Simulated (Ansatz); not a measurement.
Reaction (cleavage of the Si–Al bond): `C[SiH2][AlH][O][SiH3]` + `S[SiH2][GaH2]` → `C[SiH2]S[SiH2][GaH2]` + `[AlH2][O][SiH3]`

Calculated with Ansatz (gas phase, PBE0-D4/def2-TZVP geometries, no zero-point term in ΔE). CBS: MP2 limit from def2 TZ/QZ plus the TZ coupled-cluster correction, frozen cores. For Ga outer-core shells are correlated without core-valence functions, which leaves a few kJ/mol of doubt a bond. Scalar relativity is left out up to krypton. One conformer a species, not always the lowest.

```tsv
species	HF/CBS(def2) energy (Eh)
`C[SiH2][AlH][O][SiH3]`	-937.97693
`S[SiH2][GaH2]`	-2612.72503
`C[SiH2]S[SiH2][GaH2]`	-2941.92916
`[AlH2][O][SiH3]`	-608.79677
```

(1) Work out ΔE.

Largest T1 diagnostic among the species: 0.013.

## Answers

(1) ΔE = (-2941.92916) + (-608.79677) − (-937.97693) − (-2612.72503) = -0.02397 Eh = -62.9 kJ/mol. CCSD(T)/CBS gives -73.9 kJ/mol.

From PBE to PBE0 (25 % exact exchange), in def2-TZVPP and without D4, ΔE moves by −6.9 kJ/mol. The D4 term adds −15.0 kJ/mol with B3LYP and −7.7 kJ/mol with PBE0; it sums over pairs of atoms, weighted by their polarisabilities, and B3LYP, whose exchange is more repulsive, gets the larger term.

B3LYP here is the variant with VWN-RPA as its local correlation; programs differ in this.
